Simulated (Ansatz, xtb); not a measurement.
# FHOSiZn: which of two structures lies lower

Structure a: a singlet given by its coordinates. Structure b: `O=[Si](F)[ZnH]`, a singlet. Both are isolated molecules in the gas phase, relaxed with PBE-D3(BJ)/def2-SVP.

a (Å):

```xyz
5

F    -1.4341    0.9090    1.3224
O     0.1114    1.5541   -0.6462
Si   -1.3558    0.7838   -0.3385
Zn   -0.6024   -1.9130   -0.4695
H     0.5989    1.8715    0.1400
```

Close contacts (Å): F1–Si3 1.67, O2–Si3 1.69, Si3–Zn4 2.80, O2–H5 0.98.

b (Å):

```xyz
5

F    -2.7571   -0.1815   -3.0141
O    -3.5903   -1.1044   -0.5023
Si   -2.5404   -0.4039   -1.4024
Zn   -0.4536    0.4797   -0.6988
H     0.8980    1.0405   -0.1860
```

Question: Estimate E(b) − E(a) at the level CCSD(T)/def2-TZVP.

Answer: Calculated at CCSD(T)/def2-TZVP: E(b) − E(a) = +8.8 kcal/mol, so structure a lies lower.

The same difference at several levels:

```csv
level,geometry,E(b) − E(a) (kcal/mol),departure from the last row (kcal/mol),"job, with rough time for the two"
PBE-D3(BJ)/def2-SVP,PBE-D3(BJ)/def2-SVP,+10.9,+2.2,"optimisation, 54 s"
HF/def2-TZVP,PBE-D3(BJ)/def2-SVP,+12.3,+3.6,part of the CCSD(T) run
MP2/def2-TZVP,PBE-D3(BJ)/def2-SVP,+2.7,−6.1,part of the CCSD(T) run
CCSD(T)/def2-TZVP,PBE-D3(BJ)/def2-SVP,+8.8,,"single point, 7.1 min"
```

The levels shown agree on the order. The largest departure from CCSD(T)/def2-TZVP is that of MP2/def2-TZVP, 6.1 kcal/mol. Levels run at GFN2-xTB geometries aren't shown.

With harmonic frequencies from PBE-D3(BJ)/def2-SVP (ideal gas, rigid rotor, one conformer each, 298.15 K, 1 atm): the zero-point term adds −2.2 kcal/mol; ΔH is +6.4 and ΔG +7.2 kcal/mol.

The correlated steps freeze 12 core orbitals; the last core shell of Zn is correlated, in a basis made for valence electrons. Mirror images aren't counted in ΔG. Run with Ansatz 0.2.0; the last row on 1 thread of Arm Neoverse N1 on a shared host.
